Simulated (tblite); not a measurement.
A tight-binding relaxation on `N#CC(C#N)=C(C#N)C1=CC=C(N)B1`.

Computed with GFN2-xTB geometry optimisation, gas phase (tblite 0.8.0). Start geometry: from a force field or distance geometry. A driver script takes a list of jobs; this job's settings line and coordinates (Å) are shown.

Input:
```
{"job": {"kind": "relax", "xc": "GFN2-xTB", "basis": "xTB"}, "charge": 0, "multiplicity": 1}
N      2.105500    -1.030200     2.675200
C      2.192600    -0.401300     1.701300
C      2.355200     0.354300     0.528100
C      3.678400     0.919800     0.285100
N      4.729300     1.362400     0.132600
C      1.425500     0.614000    -0.373300
C      1.852100     1.433300    -1.507900
N      2.187000     2.101900    -2.410900
C      0.054500     0.178700    -0.348700
C     -0.845200     0.470200    -1.288500
C     -2.139400    -0.097800    -1.002700
C     -2.164800    -0.774000     0.125100
N     -3.264800    -1.466900     0.745400
B     -0.697100    -0.689700     0.731000
H     -0.674500     1.075100    -2.205900
H     -3.029000     0.010200    -1.621900
H     -4.207800    -1.353800     0.352200
H     -3.059200    -2.082100     1.567200
H     -0.508000    -0.614500     1.909200
```

Output:
```
step      E/eV     max force
  0    -939.12395    4.946
  1    -939.31521    8.622
  2    -939.42614    5.550
  3    -939.75883    1.328
  4    -939.81393    1.141
  5    -939.82300    2.031
  6    -939.86541    0.399
  7    -939.87680    0.220
  8    -939.88267    0.473
  9    -939.88480    0.600
... (52 lines left out)
 62    -939.93954    0.012
 63    -939.93957    0.018
 64    -939.93960    0.020
 65    -939.93962    0.011
 66    -939.93964    0.010
 67    -939.93965    0.014
 68    -939.93967    0.017
 69    -939.93969    0.014
 70    -939.93970    0.011
 71    -939.93971    0.009
```

«max force» is the largest atomic force in eV/Å.

Question: From which step on does the largest force stay under 0.1 eV/Å, and how much energy is left to gain from there?

Answer: From step 22 (0.088 eV/Å), 6.1 meV above the end.

In short: energy lowered by 18.8 kcal/mol over 71 steps; largest atomic force 0.009 eV/Å at the end.

On Arm Neoverse V1, one thread, shared host, this took 0.73 s wall.
Labels such as C1 count atoms from 1, the log's own numbers from 0.
